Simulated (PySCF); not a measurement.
# How the method changes the shape and vibrations of CH3O2Si

These are calculations, not measurements. They come from PySCF 2.14.0, an open-source quantum chemistry program, on an isolated molecule that a program drew, which may never have been made. The molecule is CH3O2Si (charge 0, doublet), drawn as the SMILES string `[CH2]O[SiH]=O`.

The geometry was optimised and harmonic frequencies were computed with HF and MP2, all in the cc-pV(D+d)Z basis, for the commonest isotopes, with a restricted reference for singlets and an unrestricted one otherwise, and a frozen core in MP2. Each result is a local minimum of its method.

Geometry at the HF minimum:
```xyz
7
CH3O2Si, angstrom
C    -1.4456   -1.0711    1.4451
O    -1.8918   -1.6287    0.2798
Si   -1.4416   -2.9920   -0.4588
O    -2.0486   -3.5507   -1.6985
H    -0.4477   -1.3320    1.7782
H    -1.8555   -0.0926    1.6446
H    -0.3288   -3.5734    0.2958
```

Lengths of the bonds as drawn, in Å (atoms numbered as above):
```
  bond     HF    MP2
 C1-O2  1.367  1.379
O2-Si3  1.615  1.654
Si3-O4  1.489  1.530
 C1-H5  1.084  1.095
 C1-H6  1.079  1.090
Si3-H7  1.465  1.475
```

Rotational constants, in GHz:
| constant | HF | MP2 |
|---|---|---|
| A | 39.7 | 37.4 |
| B | 3.444 | 3.388 |
| C | 3.174 | 3.11 |

Harmonic frequencies in cm^-1, each column in rising order, so a row needn't be the same motion in every method:
```
rank,HF,MP2
1,105,112
2,136,162
3,205,214
4,398,368
5,666,584
6,707,614
7,818,?
8,957,897
9,1245,1171
10,1318,1218
11,1385,1270
12,1579,1497
13,2406,2323
14,3278,3186
15,3430,3347
```

**Estimate the missing MP2 frequency from the HF column.**

A single factor s that minimises the squared misfit of MP2 against s times HF over the other rows is sum(HF x MP2) / sum(HF^2) = 0.9611, with an rms misfit of 38 cm^-1. For rank 7 it gives 0.9611 x 818 = 786 cm^-1. The calculation gives 763 cm^-1, 23 cm^-1 below the estimate. The drawn bonds are on average 1.5 % longer in MP2 than in HF.
